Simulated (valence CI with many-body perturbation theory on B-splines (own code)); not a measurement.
The numbers below are computed, except where a source is named.
**Level structure of Pt LXV**

Method: valence CI with perturbative core correlation (CI+MBPT): four valence electrons over a frozen Dirac-Fock core [Ne], a basis of 11 s, 11 p, 9 d, 7 f, 5 g, 2 h, 1 i functions for each j, with the one-electron correlation potential Σ1 (screened to all orders), the two-electron term Σ2, the three-electron term Σ3, Breit, model QED; selected single and double excitations, second order for the rest (own B-spline code, finite nucleus).

No measured spectrum was set against this ion. As an estimate, large intervals hold to a few tenths of a per cent, small ones and those within an open d or f shell to about a per cent.

Levels 1 to 45 of 68, with energies above the lowest level, (3s^2 3p1/2^2) J=0. "Leading %" is the weight of the configuration and term that name the level; weights of strongly mixed levels are sums over their largest components and can fall short. In the jj column 3d3/2^4 stands for four electrons in 3d with j = 3/2.

| No. | Configuration | Term | J | E (× 10³ cm⁻¹) | Leading % | Leading jj | g | Second component |
| --- | --- | --- | --- | --- | --- | --- | --- | --- |
| 1 | 3s2.3p2 | 3P | 0 | 0.00 | 68 | 3s^2 3p1/2^2 (100 %) |  | 31 % 3s2.3p2 1S |
| 2 | 3s2.3p2 | 3P | 1 | 3633.2 | 100 | 3s^2 3p1/2 3p3/2 (100 %) | 1.487 |  |
| 3 | 3s2.3p2 | 1D | 2 | 3712.6 | 65 | 3s^2 3p1/2 3p3/2 (99 %) | 1.158 | 35 % 3s2.3p2 3P |
| 4 | 3s.3p3 | 3P° | 2 | 5118.0 | 47 | 3s 3p1/2^2 3p3/2 (97 %) | 1.513 | 26 % 3s.3p3 5S° |
| 5 | 3s.3p3 | 3D° | 1 | 5350.7 | 27 | 3s 3p1/2^2 3p3/2 (81 %) | 1.048 | 24 % 3s.3p3 1P° |
| 6 | 3s2.3p.3d | 3F° | 2 | 5531.2 | 74 | 3s^2 3p1/2 3d3/2 (99 %) | 0.751 | 20 % 3s2.3p.3d 1D° |
| 7 | 3s2.3p.3d | 3D° | 1 | 5918.0 | 42 | 3s^2 3p1/2 3d3/2 (81 %) | 0.882 | 25 % 3s2.3p.3d 1P° |
| 8 | 3s2.3p.3d | 3P° | 2 | 6538.9 | 46 | 3s^2 3p1/2 3d5/2 (98 %) | 1.281 | 34 % 3s2.3p.3d 3D° |
| 9 | 3s2.3p.3d | 3F° | 3 | 6550.8 | 50 | 3s^2 3p1/2 3d5/2 (99 %) | 1.101 | 27 % 3s2.3p.3d 1F° |
| 10 | 3s.3p2.3d | 3D | 1 | 7053.3 | 45 | 3s 3p1/2^2 3d3/2 (99 %) | 0.447 | 38 % 3s.3p2.3d 5F |
| 11 | 3s.3p2.3d | 3D | 2 | 7117.0 | 30 | 3s 3p1/2^2 3d3/2 (98 %) | 1.119 | 17 % 3s.3p2.3d 5F |
| 12 | 3s2.3p2 | 3P | 2 | 7408.4 | 64 | 3s^2 3p3/2^2 (98 %) | 1.311 | 34 % 3s2.3p2 1D |
| 13 | 3s2.3p2 | 1S | 0 | 7583.2 | 67 | 3s^2 3p3/2^2 (98 %) |  | 31 % 3s2.3p2 3P |
| 14 | 3s.3p2.3d | 3D | 3 | 8018.7 | 36 | 3s 3p1/2^2 3d5/2 (99 %) | 1.339 | 19 % 3s.3p2.3d 5D |
| 15 | 3s.3p2.3d | 3F | 2 | 8139.2 | 27 | 3s 3p1/2^2 3d5/2 (98 %) | 1.027 | 21 % 3s.3p2.3d 1D |
| 16 | 3s.3p3 | 3D° | 2 | 8669.1 | 49 | 3s 3p1/2 3p3/2^2 (96 %) | 1.528 | 45 % 3s.3p3 5S° |
| 17 | 3s.3p3 | 3D° | 3 | 8831.9 | 94 | 3s 3p1/2 3p3/2^2 (94 %) | 1.310 |  |
| 18 | 3s.3p3 | 3P° | 0 | 8927.6 | 85 | 3s 3p1/2 3p3/2^2 (85 %) |  | 14 % 3s2.3p.3d 3P° |
| 19 | 3s.3p3 | 1D° | 2 | 9052.6 | 54 | 3s 3p1/2 3p3/2^2 (70 %) | 1.083 | 13 % 3s2.3p.3d 3D° |
| 20 | 3s.3p3 | 3P° | 1 | 9058.6 | 32 | 3s 3p1/2 3p3/2^2 (81 %) | 1.267 | 20 % 3s.3p3 3D° |
| 21 | 3s.3p3 | 3S° | 1 | 9157.9 | 31 | 3s 3p1/2 3p3/2^2 (97 %) | 1.335 | 28 % 3s.3p3 3P° |
| 22 | 3s2.3p.3d | 3F° | 3 | 9485.0 | 46 | 3s^2 3p3/2 3d3/2 (95 %) | 1.076 | 37 % 3s2.3p.3d 1F° |
| 23 | 3s2.3p.3d | 3D° | 2 | 9532.2 | 38 | 3s^2 3p3/2 3d3/2 (68 %) | 1.056 | 21 % 3s.3p3 1D° |
| 24 | 3s2.3p.3d | 3P° | 1 | 9534.6 | 45 | 3s^2 3p3/2 3d3/2 (81 %) | 1.115 | 32 % 3s2.3p.3d 3D° |
| 25 | 3s2.3p.3d | 3P° | 0 | 9543.6 | 85 | 3s^2 3p3/2 3d3/2 (85 %) |  | 14 % 3s.3p3 3P° |
| 26 | 3s2.3p.3d | 3F° | 4 | 10115 | 99 | 3s^2 3p3/2 3d5/2 (99 %) | 1.236 |  |
| 27 | 3s2.3p.3d | 3P° | 2 | 10203 | 43 | 3s^2 3p3/2 3d5/2 (97 %) | 1.222 | 42 % 3s2.3p.3d 1D° |
| 28 | 3s2.3p.3d | 3D° | 3 | 10392 | 63 | 3s^2 3p3/2 3d5/2 (96 %) | 1.202 | 34 % 3s2.3p.3d 1F° |
| 29 | 3s.3p2.3d | 5F | 2 | 10437 | 26 | 3s 3p1/2 3p3/2 3d3/2 (71 %) | 1.156 | 18 % 3p4 3P |
| 30 | 3s2.3p.3d | 1P° | 1 | 10482 | 62 | 3s^2 3p3/2 3d5/2 (97 %) | 1.071 | 25 % 3s2.3p.3d 3P° |
| 31 | 3s.3p2.3d | 5D | 0 | 10494 | 75 | 3s 3p1/2 3p3/2 3d3/2 (94 %) |  | 14 % 3s.3p2.3d 3P |
| 32 | 3s.3p2.3d | 5D | 1 | 10517 | 50 | 3s 3p1/2 3p3/2 3d3/2 (99 %) | 1.123 | 23 % 3s.3p2.3d 5F |
| 33 | 3s.3p2.3d | 5F | 3 | 10565 | 43 | 3s 3p1/2 3p3/2 3d3/2 (98 %) | 1.124 | 35 % 3s.3p2.3d 3F |
| 34 | 3p4 | 3P | 2 | 10617 | 32 | 3p1/2^2 3p3/2^2 (48 %) | 1.194 | 17 % 3s.3p2.3d 5F |
| 35 | 3s.3p2.3d | 3G | 4 | 10714 | 31 | 3s 3p1/2 3p3/2 3d3/2 (96 %) | 1.150 | 18 % 3s.3p2.3d 1G |
| 36 | 3p4 | 1S | 0 | 10730 | 45 | 3p1/2^2 3p3/2^2 (69 %) |  | 25 % 3p4 3P |
| 37 | 3s.3p2.3d | 3F | 2 | 10833 | 56 | 3s 3p1/2 3p3/2 3d3/2 (87 %) | 0.909 | 9 % 3s.3p2.3d 3P |
| 38 | 3s.3p2.3d | 3D | 3 | 10893 | 32 | 3s 3p1/2 3p3/2 3d3/2 (95 %) | 1.247 | 16 % 3s.3p2.3d 3F |
| 39 | 3s.3p2.3d | 3P | 1 | 10931 | 30 | 3s 3p1/2 3p3/2 3d3/2 (98 %) | 1.673 | 28 % 3s.3p2.3d 5P |
| 40 | 3s.3p2.3d | 3D | 2 | 10954 | 24 | 3s 3p1/2 3p3/2 3d3/2 (85 %) | 1.359 | 20 % 3s.3p2.3d 5P |
| 41 | 3s.3p2.3d | 3G | 3 | 10969 | 43 | 3s 3p1/2 3p3/2 3d3/2 (98 %) | 0.952 | 20 % 3s.3p2.3d 3F |
| 42 | 3s.3p2.3d | 3D | 1 | 10982 | 46 | 3s 3p1/2 3p3/2 3d3/2 (98 %) | 0.804 | 17 % 3s.3p2.3d 1P |
| 43 | 3s.3p2.3d | 3D | 1 | 11202 | 44 | 3s 3p1/2 3p3/2 3d3/2 (95 %) | 0.964 | 21 % 3s.3p2.3d 3P |
| 44 | 3s.3p2.3d | 3F | 2 | 11209 | 28 | 3s 3p1/2 3p3/2 3d3/2 (72 %) | 0.961 | 14 % 3s.3p2.3d 1D |
| 45 | 3s.3p2.3d | 3P | 0 | 11238 | 52 | 3s 3p1/2 3p3/2 3d3/2 (55 %) |  | 18 % 3s2.3d2 3P |

The ionisation energy to 3s2.3p 2P°_1/2 of the next ion comes out as 7514.5 eV (NIST: 7512 ± 24 eV (theoretical)). All 68 levels together are meant to be complete up to 12463 × 10³ cm⁻¹.
